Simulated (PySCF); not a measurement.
BeF (SMILES [Be][F]), doublet, at a GFN2-xTB geometry (such geometries of metal compounds can be far from the true shape) (the spin is typed, not shown lowest); PySCF with PBE0/def2-SVP.

Input for PySCF:
```python
from pyscf import gto, scf, dft

mol = gto.M(
    atom='''
Be   -0.00000000   -0.00000000   -0.96726424
F     0.00000000    0.00000000    0.42989522
''',
    basis='def2-svp',
    spin=1,
    verbose=4,
)

mf = dft.UKS(mol)
mf.xc = 'pbe0'
mf.kernel()
```

Question: Write the output that PySCF gives for this input, abridged.

Answer: 
```
PySCF version 2.14.0

[INPUT] verbose = 4
[INPUT] num. atoms = 2
[INPUT] num. electrons = 13
[INPUT] charge = 0
[INPUT] spin (= nelec alpha-beta = 2S) = 1
[INPUT] symmetry False subgroup None
[INPUT] Mole.unit = angstrom
[INPUT] Symbol           X                Y                Z      unit          X                Y                Z       unit  Magmom
[INPUT]  1 Be     0.000000000000   0.000000000000  -0.967264240000 AA    0.000000000000   0.000000000000  -1.827864503686 Bohr   0.0
[INPUT]  2 F      0.000000000000   0.000000000000   0.429895220000 AA    0.000000000000   0.000000000000   0.812384228060 Bohr   0.0

nuclear repulsion = 13.6350789859878
number of shells = 11
number of NR pGTOs = 43
number of NR cGTOs = 23
basis = def2-svp
ecp = {}

******** <class 'pyscf.dft.uks.UKS'> ********
method = UKS
initial guess = minao
damping factor = 0
level_shift factor = 0
DIIS = <class 'pyscf.scf.diis.CDIIS'>
diis_start_cycle = 1
diis_space = 8
diis_damp = 0
SCF conv_tol = 1e-09
SCF conv_tol_grad = None
SCF max_cycles = 50
direct_scf = True
direct_scf_tol = 1e-13
number electrons alpha = 7  beta = 6
XC library pyscf.dft.libxc version 7.1.2
    S. Lehtola, C. Steigemann, M. J. T. Oliveira, and M. A. L. Marques,  SoftwareX 7, 1–5 (2018)
XC functionals = pbe0
    C. Adamo and V. Barone,  J. Chem. Phys. 110, 6158 (1999)
    M. Ernzerhof and G. E. Scuseria,  J. Chem. Phys. 110, 5029 (1999)
radial grids:
    Treutler-Ahlrichs [JCP 102, 346 (1995); DOI:10.1063/1.469408] (M4) radial grids

becke partition: Becke, JCP 88, 2547 (1988); DOI:10.1063/1.454033
pruning grids: <function nwchem_prune>
grids dens level: 3
symmetrized grids: False
atomic radii adjust function: <function treutler_atomic_radii_adjust>
small_rho_cutoff = 0
Set gradient conv threshold to 3.16228e-05
tot grids = 27984
init E= -114.380020673611

cycle= 1 E= -114.305440264645  delta_E= 0.0746  |g|= 0.429  |ddm|= 0.987
cycle= 2 E= -114.087361921675  delta_E= 0.218  |g|= 0.91  |ddm|= 0.837
cycle= 3 E= -114.381510791014  delta_E= -0.294  |g|= 0.00815  |ddm|= 0.532
cycle= 4 E= -114.381656004086  delta_E= -0.000145  |g|= 0.0016  |ddm|= 0.0332
cycle= 5 E= -114.381660063296  delta_E= -4.06e-06  |g|= 0.000846  |ddm|= 0.00527
cycle= 6 E= -114.381660352379  delta_E= -2.89e-07  |g|= 4.99e-05  |ddm|= 0.000854
cycle= 7 E= -114.381660354646  delta_E= -2.27e-09  |g|= 1.71e-05  |ddm|= 8.59e-05
cycle= 8 E= -114.381660354834  delta_E= -1.87e-10  |g|= 5.81e-06  |ddm|= 2.12e-05
Extra cycle  E= -114.381660354833  delta_E= 2.56e-13  |g|= 7.91e-06  |ddm|= 9.86e-06
converged SCF energy = -114.381660354833  <S^2> = 0.75144206  2S+1 = 2.0014415
```
